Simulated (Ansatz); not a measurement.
Molecule: sum formula SiP4H8, charge 0, multiplicity 1. 
Geometry from a B3LYP-D3(BJ)/def2-TZVP (Ansatz, a quantum-chemistry and plane-wave program) optimisation:
```xyz
13

P      2.1835    -0.0786     0.6006
Si    -0.0025     0.0047     0.0003
P     -0.4262     1.8195    -1.2907
P     -0.4056    -1.9170    -1.1358
P     -1.1959     0.0751     1.9278
H      2.6544     0.2113    -0.7067
H      2.2267     1.2773     1.0192
H      0.1977     1.2864    -2.4496
H     -1.7240     1.3881    -1.6743
H     -1.8111    -1.7224    -1.1603
H     -0.4396    -2.7405     0.0202
H     -0.9744     1.4596     2.1565
H     -2.4309     0.2887     1.2613
```

Dipole moments at this geometry, in debye (magnitudes).

| level | program | dipole (D) |
|---|---|---|
| SVWN5/def2-TZVPD | Ansatz | 0.94 |
| BLYP/def2-TZVPD | Ansatz | 0.81 |
| r2SCAN/def2-TZVPD | Ansatz | 0.98 |
| B3LYP/def2-TZVPD | Ansatz | 0.88 |
| PBE0/def2-TZVPD | Ansatz | 0.97 |
| BHLYP/def2-TZVPD | Ansatz | 0.96 |
| r2SCANh/def2-TZVPD | Ansatz | 0.99 |
| r2SCAN0/def2-TZVPD | Ansatz | 1.00 |
| HSE06/def2-TZVPD | Ansatz | ___ |
| LC-wPBE/def2-TZVPD | Ansatz | 1.12 |
| wB97M-V/def2-TZVPD | Ansatz | 0.86 |
| wB97X-V/def2-TZVPD | Ansatz | 1.06 |
| CCSD(T)/aug-cc-pV(D+d)Z | Ansatz | ___ |

Complete the blanks.


- HSE06/def2-TZVPD, dipole (D): 0.97
- CCSD(T)/aug-cc-pV(D+d)Z, dipole (D): 0.88
